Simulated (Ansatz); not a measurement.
Computed with Ansatz on PBE0-D4/def2-TZVP structures; ΔE is electronic, products minus reactants. CCSD(T)/CBS is the MP2 limit (def2-TZVPP, def2-QZVPP) plus CCSD(T) − MP2 in def2-TZVPP, frozen cores. Functionals use def2-TZVPP. For Se outer-core shells are correlated without core-valence functions, which leaves a few kJ/mol of doubt a bond. Scalar relativity is left out up to krypton. One conformer a species, not always the lowest.

`CO[SiH2][Se]C` + H₂Se → `CO[SiH2][SeH]` + `C[SeH]`  (ligand exchange at the Si–Se bond)

| level | ΔE (kcal/mol) | difference from CCSD(T)/CBS |
| --- | --- | --- |
| PBE-D4 | 1.9 | 0.4 |
| r2SCAN-D4 | 1.5 | 0.0 |
| PBE0-D4 | 1.5 | 0.0 |
| ωB97X-V | 1.2 | -0.3 |
| ωB97M-V | 1.4 | -0.1 |
| B2PLYP | 0.7 | -0.8 |
| PBE | 0.8 | -0.7 |
| r2SCAN | 1.1 | -0.4 |
| HF/def2-TZVPP | -0.8 | -2.3 |
| SCS-MP2/def2-TZVPP | 1.1 | -0.4 |
| CCSD/def2-TZVPP | 0.9 | -0.6 |
| HF/def2-QZVPP | -0.9 | -2.4 |
| MP2/def2-QZVPP | 1.6 | 0.1 |
| SCS-MP2/def2-QZVPP | 1.1 | -0.4 |
| HF/CBS(def2) | -0.9 | -2.4 |
| MP2/CBS(def2) | 1.7 | 0.2 |
| CCSD(T)/CBS | 1.5 | 0 |

Largest T1 diagnostic among the species: 0.010.

The D4 term adds +1.6 kcal/mol with B3LYP and +1.0 kcal/mol with PBE0; it sums over pairs of atoms, weighted by their polarisabilities, and B3LYP, whose exchange is more repulsive, gets the larger term. In def2-TZVPP, CCSD(T) changes the Hartree–Fock value by +2.2 kcal/mol (the triples alone add +0.4 kcal/mol) and MP2 by +2.4 kcal/mol.

B3LYP here is the variant with VWN-RPA as its local correlation; programs differ in this.
